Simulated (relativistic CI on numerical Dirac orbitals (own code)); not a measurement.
# Sensitivity of the levels of P XI to α

These numbers are calculated, not measured: Dirac-Coulomb-Breit CI, orbitals from a KLI potential per configuration, derivatives by finite differences, unscaled Slater integrals, QED left out (own radial code, finite nucleus).

Configuration list (outside the closed core 1s2): 2s2 2p, 2s 2p2, 2p3, 2p2 3s, 2p2 3p, 2s2 3s, 2p2 3d, 2s2 3p. Levels of other configurations are missing.

With x = (α/α₀)² − 1 an excitation energy changes as ω = ω₀ + qx; K = 2q/ω₀ is the relative enhancement. Terms are leading LS components, so labels can repeat.

Lowest level 2s2 2p 2P°_1/2.

```
         Level  ω₀ (cm⁻¹)  q (cm⁻¹)        K
2s2 2p 2P°_3/2       9631      9694     2.01
 2s 2p2 4P_1/2     171304      9882    0.115
 2s 2p2 4P_3/2     174753     13550    0.155
 2s 2p2 4P_5/2     179669     18380    0.205
 2s 2p2 2D_3/2     320973     15730    0.098
 2s 2p2 2D_5/2     321038     16080      0.1
 2s 2p2 2S_1/2     408249     14540   0.0712
 2s 2p2 2P_1/2     434291     14680   0.0676
 2s 2p2 2P_3/2     439626     19010   0.0865
   2p3 4S°_3/2     557635     25530   0.0916
   2p3 2D°_3/2     642845     24950   0.0776
   2p3 2D°_5/2     642991     25700   0.0799
   2p3 2P°_1/2     722853     25660    0.071
   2p3 2P°_3/2     723884     27540   0.0761
 2s2 3s 2S_1/2    2173615      5589  0.00514
2s2 3p 2P°_1/2    2264829      6549  0.00578
2s2 3p 2P°_3/2    2267438      9171  0.00809
 2p2 3s 4P_1/2    2672984     19010   0.0142
 2p2 3s 4P_3/2    2676535     22830   0.0171
 2p2 3s 4P_5/2    2681752     27870   0.0208
 2p2 3s 2P_1/2    2699203     21050   0.0156
 2p2 3s 2P_3/2    2705442     26910   0.0199
2p2 3p 2S°_1/2    2735347     25370   0.0185
```

At this charge energies of transitions that change n are usually good to better than 1 %, and those within a shell (Δn = 0) to a few per cent.
